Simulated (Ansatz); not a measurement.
Cost and result for the atomization energy of C3H9GaO (14 atoms, 12 bonds).

| atom | x (Å) | y (Å) | z (Å) |
| --- | --- | --- | --- |
| C1 | -1.476 | -1.535 | -0.715 |
| O2 | -0.649 | -1.140 | -1.759 |
| Ga3 | 0.501 | -0.164 | -2.721 |
| C4 | 0.581 | 1.593 | 0.456 |
| C5 | 1.110 | 0.355 | 1.157 |
| H6 | -2.443 | -1.882 | -1.099 |
| H7 | -1.668 | -0.713 | -0.014 |
| H8 | -1.025 | -2.359 | -0.148 |
| H9 | -0.394 | 1.406 | -0.002 |
| H10 | 0.460 | 2.426 | 1.152 |
| H11 | 1.261 | 1.927 | -0.333 |
| H12 | 1.216 | -0.483 | 0.464 |
| H13 | 2.088 | 0.539 | 1.607 |
| H14 | 0.436 | 0.032 | 1.954 |

The species carries charge 0 and has multiplicity 1. Correlated methods include outer-core shells of Ga, which these sets cover unevenly. Scalar relativity is left out up to krypton. The bonds changed during the relaxation, so this is another structure than the one it started from. All single points use the PBE0-D4/def2-TZVP geometry. It is one conformer, not always the lowest. Program: Ansatz. All runs use 3 threads of an AMD EPYC 7R13 on a shared host and a share of an NVIDIA H100 80 GB. Times are those of one run each, without the atoms' runs, and a repeat can differ threefold. Electronic energies, without spin–orbit coupling; frozen cores. CCSD(T)/CBS adds CCSD(T) − MP2 in def2-TZVPP to the MP2 limit, and its time is that of the two runs behind it. T1 = 0.014. With those shells the extrapolation isn't a true limit. B3LYP takes the VWN-RPA correlation (the form of Gaussian; ORCA's B3LYP/G).

CCSD(T)/CBS is a level of theory with its own doubt, some kJ/mol a heavy atom from the limit and from the frozen cores, so smaller differences don't rank the functionals.

```
                            level  functions  wall time  atomization (kcal/mol)  difference from CCSD(T)/CBS  per bond
           LDA (SPW92)/def2-TZVPP        298      3.4 s                  1376.2                        158.9      13.2
            r2SCANh-D4/def2-TZVPP        298      3.4 s                  1210.2                         -7.1      -0.6
              PBE-QIDH/def2-TZVPP        298      4.2 s                  1205.9                        -11.4      -1.0
              BHLYP-D4/def2-TZVPP        298      4.4 s                  1186.5                        -30.8      -2.6
                 CCSD(T)/def2-SVP        133      4.9 s                  1164.2                        -53.1      -4.4
               PBE0-D4/def2-TZVPP        298      4.9 s                  1214.8                         -2.5      -0.2
                B97M-V/def2-TZVPP        298        6 s                  1215.9                         -1.4      -0.1
                B2PLYP/def2-TZVPP        298      6.5 s                  1204.6                        -12.7      -1.1
                   MP2/def2-QZVPP        587      6.5 s                  1216.4                         -0.9      -0.1
B3LYP-D4/def2-TZVPP (with forces)        298        7 s                  1218.0                          0.7       0.1
          CAM-B3LYP-D4/def2-TZVPP        298        8 s                  1222.3                          5.0       0.4
               CCSD(T)/def2-TZVPP        298       10 s                  1190.2                        -27.1      -2.3
                CCSD(T)/CBS(def2)          –       17 s                  1217.3                          0.0       0.0
```

From r2SCAN to r2SCAN0 (25 % exact exchange), in def2-TZVPP and without D4, the atomization energy moves by −15.6 kcal/mol: exact exchange takes away binding that semilocal exchange gives to molecules. In def2-TZVPP, CCSD(T) changes the Hartree–Fock value by +286.8 kcal/mol (the triples alone add +14.7 kcal/mol) and MP2 by +297.0 kcal/mol; breaking electron pairs costs correlation energy, which Hartree–Fock lacks. The D4 term adds +9.8 kcal/mol with B3LYP and +5.4 kcal/mol with PBE0; it sums over pairs of atoms, weighted by their polarisabilities, and B3LYP, whose exchange is more repulsive, gets the larger term.
